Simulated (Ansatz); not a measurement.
Ansatz results at the PBE0-D4/def2-TZVP geometry: HOMO energy (PBE0/def2-TZVPP) -8.06 eV; ideal-gas entropy at 298 K and 1 bar (rigid rotor, harmonic PBE0-D4/def2-TZVP) 424 J/(mol·K); HOMO–LUMO gap (ωB97M-V/def2-TZVPP) 10.28 eV.

Each molecule was computed in one conformer, which needn't be the lowest.

(1) Which molecule gave them?
A. `[SeH][InH2]`
B. `[F][InH2]`
C. `[SH][InH2]`
D. `[NH2][In]([Cl])[O][SiH3]`

Answers

(1) D. The others give `[F][InH2]`: -8.74, 265, 10.61; `[SH][InH2]`: -7.42, 290, 9.39; `[SeH][InH2]`: -7.09, 303, 8.96.
